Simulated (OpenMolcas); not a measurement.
Levels of neutral lead by method

| Quantity | Value |
| --- | --- |
| Program | OpenMolcas 26.06 |
| Basis | ANO-RCC [11s10p9d6f4g] |
| Scalar Hamiltonian | DKH2, point nucleus |
| Active space | 4 electrons in 9 orbitals (RAS2 6s 6p; RAS3 6d, at most 2 electrons) |
| State averaging | 2S+1 = 3 even, 3 roots; 2S+1 = 1 even, 6 roots; 2S+1 = 5 odd, 1 root; 2S+1 = 3 odd, 5 roots; 2S+1 = 1 odd, 5 roots |
| Spin-orbit coupling | RASSI with atomic mean-field integrals over the reference wave functions, term energies averaged over their components |

Methods on the same reference wave functions:
A. RASSCF
B. SS-RASPT2, IPEA 0.25 Eh, imaginary shift 0.1 Eh (closed shells correlated: 5d)

Energies in cm-1 above 6s2 6p2 3P0, the measured ground level; measured values from NIST Handbook of Basic Atomic Spectroscopic Data.

```
             Level      A      B  Measured
       6s2 6p2 3P0    0.0    0.0       0.0
       6s2 6p2 3P1   6511   6900      7819
6s2 6p2 3P2 [59 %]  10126   9650     10650
6s2 6p2 1D2 [59 %]  20195  19010     21458
       6s2 6p2 1S0  29859  27350     29467
```

Deviations, from unrounded energies. A percentage is the sum of absolute deviations over the sum of measured energies, with the sign that they share, or ± where signs differ.

```csv
Against measurement,Levels,A,B
mean absolute deviation (cm-1),4,870,1600
fine structure of the ground term (%),2,-9.9,-10.4
other terms of the ground configuration (%),2,±3.2,-9.0
```

A lies closest to measurement on these levels. The largest miss of A in the table is 6s2 6p2 3P1, by -1300 cm-1. The ranking rests on the paired levels alone, and a cruder setting can come out closer through cancelling errors.

From A to B the spin-free energies of the other terms of 6s2 6p2 shown, above 3P, scale by factors of 0.67 to 0.80.

The lowest spin-free term lies below A's lowest term by 0.454 hartree in B.

CASPT2 does not keep the components of a term degenerate, so their means are used; among the terms shown or strongly mixed into the levels shown the widest spread is 25 cm-1 (6s2 6p2 1D, B). The run also gave levels led by 6s2 6p 6d, which use shells meant for correlation; these and all levels above them are left out. Spin-orbit splittings of 6p shells tend to come out small when the coupling is added on scalar orbitals. Computed and measured levels are paired by configuration, term and J; levels that our copy of the source lacks, or whose pairing is in doubt (as where it misses far off the trend of its configuration), stay unpaired and out of the deviations. Where the source uses jj or jK labels, the order within each J decides. Only configurations of the active space appear. The table leaves out levels that lie high or whose names do not pair safely across all columns.

A share in square brackets marks a mixed level and gives the weight of the term that names it, the lowest over the columns.
